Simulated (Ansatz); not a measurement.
Problem. Name a neutral molecule of C, Cl, N, Si and H with size of the dipole moment (PBE/def2-TZVPP) between 1.90 and 2.20 D and LUMO energy (PBE0/def2-TZVPP) between -0.35 and -0.05 eV (Ansatz, PBE0-D4/def2-TZVP geometry).

Solution. `CN(C)[SiH]([SiH3])Cl` (2.18 D, -0.08 eV). Other molecules can fit too; these were computed, each in one conformer that needn't be the lowest.
